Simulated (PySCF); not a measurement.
Sn(Cl)2(Br)(NH2) (BrCl₂H₂NSn), SMILES [Cl][Sn]([NH2])([Br])[Cl].

Geometry optimised at r2SCAN-D4/def2-SVP. The def2 effective core potentials stand for the cores of Sn; spin–orbit coupling is left out. One conformer was computed; it need not be the lowest.

Calculation: r2SCAN-D4/def2-SVP run with PySCF 2.14.0.

Frequencies are harmonic and unscaled.

Computed harmonic wavenumbers and intensities:
```csv
mode,ν (cm⁻¹),IR (km/mol),moving atoms (share of kinetic energy)
1,44,17.7,"H 65 %, Cl 23 %"
2,91,3.4,"Cl 58 %, N 18 %, Br 15 %"
3,100,0.3,"Cl 39 %, H 22 %, Br 20 %, Sn 18 %"
4,115,9.5,"Cl 58 %, Sn 31 %"
5,139,5.9,"N 44 %, Cl 22 %, H 12 %, Br 11 %, Sn 10 %"
6,160,23.3,"N 54 %, H 26 %, Cl 15 %"
7,256,28.5,"Br 57 %, Sn 36 %"
8,374,37.7,"Cl 81 %, Sn 18 %"
9,394,60.7,"Cl 72 %, Sn 28 %"
10,552,116.1,"N 71 %, H 22 %"
11,670,53.9,"H 69 %, N 26 %"
12,874,20.3,"H 91 %, N 8 %"
13,1526,13.1,"H 92 %, N 8 %"
14,3487,38.1,H 96 %
15,3595,30.2,"H 92 %, N 8 %"
```
